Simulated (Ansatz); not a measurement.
Geometry optimisation, Ansatz, RKS PBE0/def2-SVP.

The input (input.yaml):

```yaml
crystal:
  periodic: [false, false, false]
  atoms:
    - { symbol: F, position_ang: [-0.54104, -2.50002, 0.18949] }
    - { symbol: Ga, position_ang: [0.38363, -1.0423, 0.29071] }
    - { symbol: O, position_ang: [-0.67811, 0.35766, 0.03837] }
    - { symbol: S, position_ang: [-0.44811, 2.00883, 0.10351] }
    - { symbol: H, position_ang: [1.87621, -1.06265, 0.59272] }
    - { symbol: H, position_ang: [-0.59258, 2.23849, -1.21481] }
basis:
  gaussian: { orbitals: def2-SVP }
hamiltonian:
  xc: pbe0
relax:
  f_tol: 0.015
  max_steps: 40
output:
  orbitals: {}
```

Run as:

```bash
$ ansatz run input.yaml --threads 1 --pin off --max-ram 2048MiB --backend cpu --events-out ev --progress --plain --runs-dir out
```

**Question.** Where does it end, and by what steps?

**Answer.** It converged. The force dipped under the threshold on the way, but the program's further checks kept it going. After 10 steps the energy has fallen by 0.081 eV; H5 moved furthest, 0.27 Å.

| step | energy less start (eV) | largest force component (eV/Å) | accepted |
| --- | --- | --- | --- |
| 0 | 0.0000 | 0.460 | yes |
| 1 | -0.0314 | 0.393 | yes |
| 2 | -0.0631 | 0.318 | yes |
| 3 | -0.0726 | 0.218 | yes |
| 4 | -0.0767 | 0.121 | yes |
| 5 | -0.0785 | 0.063 | yes |
| 6 | -0.0799 | 0.066 | yes |
| 7 | -0.0802 | 0.083 | yes |
| 8 | -0.0810 | 0.006 | yes |
| 9 | -0.0808 | 0.055 | no |
| 10 | -0.0811 | 0.012 | yes |

```xyz
6
Properties=species:S:1:pos:R:3
F -0.484 -2.560 0.239
Ga 0.296 -1.000 0.268
O -0.908 0.317 0.065
S -0.358 1.900 0.150
H 1.819 -0.832 0.456
H -0.366 2.175 -1.179
```

Whether the end is a true minimum wasn't checked by a vibrational analysis.

Run time: 50 s on 1 thread of Arm Neoverse V1, on a shared host, peak memory 0.18 GiB.
